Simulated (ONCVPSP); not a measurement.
# Pb, ONCV: configuration errors across variants

- Element: lead
- Generator: ONCVPSP 4.0.1
- Type: optimised norm-conserving Vanderbilt (ONCV)
- Functional: PBE
- Relativity: fully relativistic
- Frozen core: [Kr] 4d10 4f14
- Valence charge: 22
- Reference configuration: 5s2 5p6 5d10 6s2 6p2
- Partial waves: 5s+6s: rc 1.50 bohr, ncon 4, nbas 7, qcut 9.8 1/bohr, 2 projectors; 5p+6p: rc 1.70 bohr, ncon 3, nbas 7, qcut 7.8 1/bohr, 3 projectors, debl 3.5 Ha; 5d: rc 1.95 bohr, ncon 3, nbas 8, qcut 7.4 1/bohr, 2 projectors, debl 2.9 Ha
- Local potential: polynomial inside 1.30 bohr (lpopt 5, dvloc0 0 Ha)
- Core correction: none

Open shells are filled in proportion to 2j + 1.

All-electron excitation energies from the reference (eV): (1) 5s2 5p6 5d10 6s2 6p1 6.698; (2) 5s2 5p6 5d10 6s2 6p0 20.304; (3) 5s2 5p6 5d10 6s1 6p0 52.711; (4) 5s2 5p6 5d10 6s1 6p2 16.050.

1 further variants failed, have other tests or too few solved ones, and are left out.

Errors AE − PS in meV (a dash: test not solved or not reliable):

| change | (1) | (2) | (3) | (4) | bound ghosts | GHOST(+) flags above zero |
| --- | --- | --- | --- | --- | --- | --- |
| base | +0.2 | 0.0 | -4.8 | -0.6 | none | s |
| all radii scaled by about 0.86 (s 1.30, p 1.46, d 1.68 bohr); local potential polynomial inside 1.12 bohr (lpopt 5, dvloc0 0 Ha) | +0.4 | +0.5 | -0.6 | +0.4 | none | s, d3/2 |
| s: rc 2.14 | +0.3 | +0.5 | -8.0 | -2.8 | none | none |
| d: nbas 7 | +0.3 | +0.1 | -4.7 | -0.6 | none | s |
| s: qcut 9.3; p: qcut 7.4; d: qcut 7 | +0.3 | +0.1 | -6.2 | -0.8 | none | s |
| local potential polynomial inside 1.35 bohr (lpopt 5, dvloc0 1 Ha) | +0.2 | 0.0 | -4.8 | -0.7 | none | p3/2, d3/2 |
| d: rc 2.2 | +0.2 | -0.7 | -10 | -1.2 | none | s |

Give the same row for: core correction Teter function fitted to the true core (icmod 2), fcfact 0.65.

+0.2, -0.1, -6.3, -1.0; bound ghosts: none; GHOST(+) flags above zero: s.
